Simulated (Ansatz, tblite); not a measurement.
Cost and result up the ladder for Si₂₀H₂₇⁺, a nanocrystal with a defect cut from the lattice of silicon (one cap removed) (47 atoms). Total charge 1; singlet. Geometry: PBE-D4/def2-SVP.

```xyz
47

Si   -2.586   -2.868    1.690
Si   -0.150   -1.730   -4.135
Si    0.303    2.429   -2.957
Si   -2.020    0.787    3.020
Si   -0.645    3.415    0.592
Si   -1.195   -0.176   -0.648
Si    1.146   -2.931    0.475
Si    2.664   -0.642   -1.687
Si    1.655    0.637    1.978
Si    3.118    3.094   -0.404
Si   -1.689   -1.728   -2.351
Si   -2.625   -0.566    1.190
Si   -0.394   -3.609    2.132
Si   -1.296    2.087   -1.244
Si    2.079   -2.084   -3.455
Si    2.236    1.577   -1.951
Si   -2.153    3.050    2.370
Si    0.165    0.356    3.784
Si    1.530    2.895    1.341
Si    0.993   -0.589    0.084
H    -3.442   -3.138    2.899
H    -3.130   -3.630    0.511
H    -0.501   -2.835   -5.096
H    -0.202   -0.414   -4.862
H     0.577    3.895   -3.173
H    -0.008    1.737   -4.252
H    -2.989    0.527    4.146
H    -0.649    4.859    0.151
H     0.838   -3.604   -0.837
H     2.572   -3.239    0.850
H     3.993   -0.842   -1.010
H     3.077    0.263    2.313
H     3.118    4.449   -1.061
H     4.498    2.676    0.019
H    -3.073   -1.447   -2.874
H    -1.677   -3.089   -1.708
H    -4.011   -0.170    0.741
H    -0.342   -5.115    2.160
H     0.092   -3.073    3.450
H    -2.661    2.504   -1.734
H     3.044   -1.775   -4.568
H     2.307   -3.487   -2.968
H    -3.546    3.377    1.902
H    -1.774    3.947    3.519
H     0.547    1.396    4.805
H     0.298   -1.010    4.394
H     1.907    3.834    2.461
```

Ansatz on 2 threads of AMD EPYC 7R13 on a shared host and a share (18 GiB) of an NVIDIA H100 80GB HBM3; xTB runs through tblite on one thread. Times are rough, summed over both states, and most runs start from the orbitals of an earlier one. PBE0-D4/def2-SVP serves as the yardstick here, not as an exact answer. The other state is a triplet.

The xTB rows come from tblite. Single mean-field runs in def2-SVP are fitted with def2-universal-jkfit.

xTB has no spin-polarisation term.

```
                        level  functions  wall time  vertical triplet (eV)  difference from PBE0-D4/def2-SVP (eV)
                     GFN1-xTB        234     0.72 s                   1.31                                  -0.55
                     GFN2-xTB        207      1.1 s                   1.34                                  -0.52
PBE-D4/def2-SVP (with forces)        495       19 s                   1.75                                  -0.11
             PBE0-D4/def2-SVP        495       20 s                   1.86                                   0.00
```
